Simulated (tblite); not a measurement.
Compound: C6H12GeSe.
Atom-mapped SMILES: `[CH2:1]=[CH:2][C:3](=[CH2:4])[GeH2:5][Se:6][CH2:7][CH3:8]` (hydrogens: H9, H10 on C1; H11 on C2; H12, H13 on C4; H14, H15 on Ge5; H16, H17 on C7; H18, H19, H20 on C8)

Computed with GFN2-xTB (tblite), gas phase: L-BFGS steps from a force-field or distance-geometry start until the largest atomic force falls under 0.01 eV/Å.

Step 37: E = -653.4033 eV
```
atom  x, y, z in Å  |  force x, y, z in eV/Å
C1     -3.6206    1.2176   -0.3415   -0.003   0.000   0.011
C2     -3.2269    0.0004   -0.6908   -0.008   0.002  -0.014
C3     -1.8846   -0.5346   -0.5654   -0.014  -0.010  -0.012
C4     -1.6279   -1.7936   -0.9234    0.005  -0.009   0.004
Ge5    -0.3460    0.5130    0.1177   -0.011   0.011   0.039
Se6     1.5194    0.1560   -1.2562    0.004  -0.012  -0.005
C7      2.8146   -0.5060    0.1043   -0.029  -0.011  -0.022
C8      3.7966    0.5627    0.5309    0.001   0.002   0.001
H9     -2.9464    1.9359    0.0948    0.025   0.010   0.003
H10    -4.6391    1.5385   -0.4794   -0.004   0.012   0.014
H11    -3.9480   -0.6863   -1.1205   -0.006  -0.021  -0.011
H12    -0.6333   -2.2096   -0.8585   -0.003   0.001  -0.007
H13    -2.3935   -2.4534   -1.3045    0.000   0.003   0.007
H14     0.0565    0.0106    1.4986   -0.007   0.011  -0.014
H15    -0.6164    1.9957    0.2913    0.017   0.003  -0.021
H16     3.3292   -1.3437   -0.3667    0.013  -0.006  -0.008
H17     2.2260   -0.8725    0.9466    0.025  -0.012   0.007
H18     3.2810    1.3960    1.0037   -0.015   0.002   0.013
H19     4.5118    0.1451    1.2374    0.001   0.004   0.029
H20     4.3424    0.9389   -0.3312    0.010   0.022  -0.013
```

Step 38: E = -653.4036 eV
```
atom  x, y, z in Å  |  force x, y, z in eV/Å
C1     -3.6185    1.2178   -0.3395   -0.006  -0.001   0.004
C2     -3.2262    0.0009   -0.6920   -0.010   0.005  -0.002
C3     -1.8839   -0.5350   -0.5674   -0.024  -0.014  -0.019
C4     -1.6283   -1.7948   -0.9236    0.001  -0.011   0.003
Ge5    -0.3457    0.5130    0.1145    0.006   0.008   0.046
Se6     1.5209    0.1548   -1.2583    0.003  -0.018   0.004
C7      2.8146   -0.5068    0.1049   -0.034  -0.008  -0.033
C8      3.7946    0.5632    0.5320   -0.001   0.008   0.005
H9     -2.9432    1.9366    0.0952    0.018  -0.003   0.001
H10    -4.6375    1.5387   -0.4747    0.001   0.013   0.013
H11    -3.9493   -0.6849   -1.1209    0.007  -0.014  -0.005
H12    -0.6340   -2.2121   -0.8602   -0.007   0.007  -0.004
H13    -2.3956   -2.4547   -1.3012    0.003   0.004   0.004
H14     0.0579    0.0109    1.4962   -0.012   0.015  -0.023
H15    -0.6146    1.9960    0.2868    0.016   0.003  -0.020
H16     3.3310   -1.3437   -0.3655    0.012  -0.008  -0.011
H17     2.2249   -0.8744    0.9463    0.030  -0.006   0.000
H18     3.2783    1.3948    1.0061   -0.027   0.008   0.027
H19     4.5109    0.1456    1.2372    0.008   0.005   0.031
H20     4.3385    0.9447   -0.3288    0.015   0.007  -0.023
```

Step 39: E = -653.4040 eV
```
atom  x, y, z in Å  |  force x, y, z in eV/Å
C1     -3.6160    1.2181   -0.3371   -0.006  -0.001  -0.004
C2     -3.2256    0.0014   -0.6935   -0.011   0.005   0.011
C3     -1.8834   -0.5355   -0.5701   -0.025  -0.010  -0.020
C4     -1.6287   -1.7963   -0.9237   -0.006  -0.009   0.003
Ge5    -0.3455    0.5131    0.1116    0.019   0.001   0.033
Se6     1.5226    0.1530   -1.2604   -0.004  -0.022   0.012
C7      2.8142   -0.5080    0.1049   -0.020   0.000  -0.032
C8      3.7924    0.5638    0.5334   -0.003   0.013   0.007
H9     -2.9390    1.9374    0.0955    0.008  -0.020  -0.002
H10    -4.6356    1.5392   -0.4687    0.008   0.014   0.012
H11    -3.9509   -0.6833   -1.1216    0.020  -0.005   0.002
H12    -0.6348   -2.2149   -0.8622   -0.009   0.012   0.001
H13    -2.3979   -2.4563   -1.2971    0.004   0.002  -0.002
H14     0.0586    0.0117    1.4933   -0.014   0.016  -0.022
H15    -0.6123    1.9966    0.2813    0.014   0.006  -0.018
H16     3.3335   -1.3437   -0.3645    0.008  -0.007  -0.012
H17     2.2245   -0.8772    0.9460    0.033   0.000  -0.009
H18     3.2745    1.3936    1.0089   -0.034   0.007   0.038
H19     4.5099    0.1465    1.2376    0.007   0.009   0.025
H20     4.3342    0.9514   -0.3264    0.015  -0.014  -0.022
```

Step 40: E = -653.4043 eV
```
atom  x, y, z in Å  |  force x, y, z in eV/Å
C1     -3.6138    1.2184   -0.3349   -0.005   0.000  -0.009
C2     -3.2253    0.0020   -0.6949   -0.009   0.003   0.020
C3     -1.8832   -0.5361   -0.5731   -0.016   0.000  -0.012
C4     -1.6291   -1.7978   -0.9238   -0.014  -0.002   0.002
Ge5    -0.3453    0.5134    0.1098    0.020  -0.006   0.005
Se6     1.5239    0.1508   -1.2617   -0.014  -0.023   0.015
C7      2.8139   -0.5092    0.1044    0.008   0.008  -0.021
C8      3.7903    0.5646    0.5346   -0.007   0.016   0.007
H9     -2.9350    1.9378    0.0955   -0.001  -0.033  -0.003
H10    -4.6339    1.5398   -0.4626    0.010   0.016   0.010
H11    -3.9521   -0.6819   -1.1224    0.026   0.002   0.007
H12    -0.6354   -2.2172   -0.8641   -0.008   0.016   0.005
H13    -2.3999   -2.4578   -1.2933    0.002  -0.003  -0.009
H14     0.0582    0.0130    1.4908   -0.013   0.014  -0.010
H15    -0.6101    1.9974    0.2759    0.013   0.007  -0.016
H16     3.3362   -1.3438   -0.3643    0.002  -0.001  -0.014
H17     2.2252   -0.8803    0.9455    0.032   0.005  -0.016
H18     3.2704    1.3926    1.0116   -0.034  -0.002   0.039
H19     4.5090    0.1477    1.2386   -0.002   0.016   0.011
H20     4.3307    0.9571   -0.3244    0.009  -0.031  -0.010
```

Q: Estimate the geometry and energy of step 41. (The exact step hangs on the optimiser's Hessian estimate; all steps are aligned on step 40, rigid shifts and turns removed.)

A: E = -653.4046 eV, largest force 0.043 eV/Å
```
atom  x, y, z in Å  |  force x, y, z in eV/Å
C1     -3.6119    1.2187   -0.3331   -0.004   0.000  -0.011
C2     -3.2252    0.0026   -0.6959   -0.003  -0.003   0.022
C3     -1.8834   -0.5366   -0.5761    0.001   0.011   0.002
C4     -1.6296   -1.7991   -0.9238   -0.019   0.007   0.000
Ge5    -0.3450    0.5136    0.1086    0.011  -0.010  -0.027
Se6     1.5247    0.1484   -1.2623   -0.022  -0.023   0.011
C7      2.8139   -0.5103    0.1034    0.037   0.014  -0.003
C8      3.7883    0.5656    0.5358   -0.009   0.016   0.006
H9     -2.9312    1.9377    0.0953   -0.004  -0.038  -0.002
H10    -4.6322    1.5406   -0.4568    0.007   0.019   0.006
H11    -3.9529   -0.6806   -1.1231    0.024   0.003   0.010
H12    -0.6361   -2.2188   -0.8657   -0.007   0.017   0.009
H13    -2.4016   -2.4592   -1.2901   -0.001  -0.009  -0.016
H14     0.0571    0.0146    1.4888   -0.009   0.009   0.006
H15    -0.6078    1.9984    0.2708    0.012   0.006  -0.013
H16     3.3389   -1.3439   -0.3647   -0.002   0.007  -0.015
H17     2.2269   -0.8836    0.9448    0.026   0.007  -0.019
H18     3.2660    1.3918    1.0144   -0.027  -0.014   0.030
H19     4.5079    0.1493    1.2400   -0.012   0.022  -0.004
H20     4.3280    0.9615   -0.3229    0.001  -0.041   0.006
```

The energy changes by -0.0003 eV. The first-order estimate −F·Δx gives -0.0005 eV and the mean of the old and new forces, exact on a quadratic surface, -0.0003 eV. The step makes an angle of 75° with the force vector and moves no atom by more than 0.006 Å.

What follows is the cost of the whole relaxation. Time: 6.2 s of wall time. Hardware: Intel Xeon at 2.50 GHz, one thread, shared host.
